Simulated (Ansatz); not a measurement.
Reactions of `FC[SiH](F)[AlH2]`.

Isolated molecules relaxed with PBE0-D4/def2-TZVP in Ansatz; ΔE leaves out vibrations. CCSD(T)/CBS adds triple-zeta CCSD(T) − MP2 to the extrapolated MP2 energy (def2 sets, frozen cores). This one scheme is used for every species, atoms too. Functionals use def2-TZVPP. B3LYP here is the variant with VWN-RPA as its local correlation; programs differ in this. No spin–orbit coupling; open shells (•) take unrestricted orbitals. Spin–orbit coupling would lower the free atoms: a little for Al, C, F, Si. For Ga outer-core shells are correlated without core-valence functions, so the limit isn't a true one: a few kJ/mol of doubt a bond, and 10 to 20 or more in all where bonds break to atoms. Scalar relativity is left out up to krypton. Each species was taken in one conformer, which may not be the lowest.

```
                                                           reaction  B3LYP-D4 (kcal/mol)  CCSD/CBS(def2) (kcal/mol)  r2SCAN-D4 (kcal/mol)  CCSD(T)/CBS(def2) (kcal/mol)
     `FC[SiH](F)[AlH2]` + `N=C=CO` → `N=C=C[O][AlH2]` + `FC[SiH2]F`                -37.7                      -37.7                 -36.7                         -37.4
              `FC[SiH](F)[AlH2]` + `CC` → `CC[SiH](F)[AlH2]` + `CF`                 -3.1                       -3.8                  -3.0                          -4.0
             `FC[SiH](F)[AlH2]` + CH₃NH₂ → `CNCF` + `F[SiH2][AlH2]`                 -1.1                       -0.7                  -1.3                          -0.7
                `FC[SiH](F)[AlH2]` + CH₄ → `CC[SiH](F)[AlH2]` + H–F                -11.3                      -15.2                 -11.8                         -15.6
                `FC[SiH](F)[AlH2]` + H–F → `FC[SiH](F)F` + `[AlH3]`                -39.0                      -39.3                 -39.0                         -38.4
                  `FC[SiH](F)[AlH2]` → Al• + C• + 2 F• + 5 H• + Si•                779.8                      775.0                 784.1                         784.9
`FC[SiH](F)[AlH2]` + `[OH][GaH2]` → `[AlH2][O][GaH2]` + `FC[SiH2]F`                -39.7                      -40.3                 -38.9                         -39.6
```

Largest T1 diagnostic: 0.018, for Al•.
